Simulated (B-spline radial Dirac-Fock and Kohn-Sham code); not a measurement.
**What relativity does to the binding energies of Sb¹⁵⁺**

System: the Sb¹⁵⁺ ion in the configuration [Ar] 3d10 4s2 4p6.

Both columns are ΔSCF binding energies of the configuration average from a B-spline atomic structure program: non-relativistic Hartree-Fock with a point nucleus, and Dirac-Fock with a finite nucleus and the Coulomb interaction alone, averaged over the two j levels with weights 2j+1.

```
shell  Hartree-Fock (eV)  Dirac-Fock (eV)  shift (eV)  shift (%)
   1s            29851.7          30976.0    +1124.22      +3.77
   2s             4823.0           5099.5     +276.44      +5.73
   2p             4527.8           4608.4      +80.60      +1.78
   3s             1257.7           1317.2      +59.51      +4.73
   3p             1134.6           1153.1      +18.48      +1.63
   3d              908.0            900.1       -7.87      -0.87
   4s              469.3            484.0      +14.67      +3.12
   4p              418.8            423.2       +4.39      +1.05
```

Relativity binds 1s, 2s, 2p, 3s, 3p, 4s, 4p more strongly, among those listed most of all 2s in relative terms, and 3d more weakly, because the contracted s and p shells screen the nucleus better.

Values without a named source are computed, but for edge energies of neutral atoms, which are taken from tables.
